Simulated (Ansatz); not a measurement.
`[SiH3][AlH][Al]1[CH2][CH2]1` + H₂S → `[SiH3][AlH][SH]` + `[CH2]1[CH2][AlH]1` at 600 K and 1 bar (cleavage of the Al–Al bond).

Isolated molecules relaxed with PBE0-D4/def2-TZVP in Ansatz; ΔE leaves out vibrations. CBS: MP2 limit from def2 TZ/QZ plus the TZ coupled-cluster correction, frozen cores. This one scheme is used for every species. Each species was taken in one conformer, which may not be the lowest.

```
                      species  CCSD(T)/CBS energy (Eh)  H − E (kJ/mol)  S (J/(mol·K))
`[SiH3][AlH][Al]1[CH2][CH2]1`               -853.94881           300.8          542.6
                          H₂S               -398.97279            60.8          230.9
            `[SiH3][AlH][SH]`               -931.90162           162.7          423.0
          `[CH2]1[CH2][AlH]1`               -321.05314           194.3          336.2
```

H − E and S are ideal-gas, rigid-rotor, harmonic terms from PBE0-D4/def2-TZVP, for one conformer and one mirror image of each species. 1 Eh = 2625.50 kJ/mol, R = 8.31446 J/(mol·K).

By hand: ΔE, ΔH, ΔS and ΔG.

ΔE = (-931.90162) + (-321.05314) − (-853.94881) − (-398.97279) = -0.03316 Eh = -87.1 kJ/mol. Δ(H − E) = 162.7 + 194.3 − 300.8 − 60.8 = -4.6, so ΔH = -91.7 kJ/mol. ΔS = 423.0 + 336.2 − 542.6 − 230.9 = -14.3 J/(mol·K). ΔG = -91.7 − 600 × (-14.3)/1000 = -83.1 kJ/mol.

By hand: the equilibrium constant, and the temperature at which ΔG would vanish if ΔH and ΔS stayed fixed.

log₁₀ K = −ΔG/(RT ln 10) = 7.2. ΔG = 0 at ΔH/ΔS = 6413 K, far beyond where these terms or the molecules hold.

The number of gas molecules stays the same, so ΔS is small and ΔH decides. A doubt of 5 kJ/mol in ΔE shifts log₁₀ K by 0.4 here. Other conformers and mirror images would add mixing entropy, several J/(mol·K) or more a flexible species. Modes under 60 cm⁻¹, often nearly free rotors, make the harmonic entropy too high. These are equilibria of isolated gas molecules and say nothing of rates. Largest T1 diagnostic: 0.017 (customary marks: 0.02 for closed shells, 0.045 for open ones).
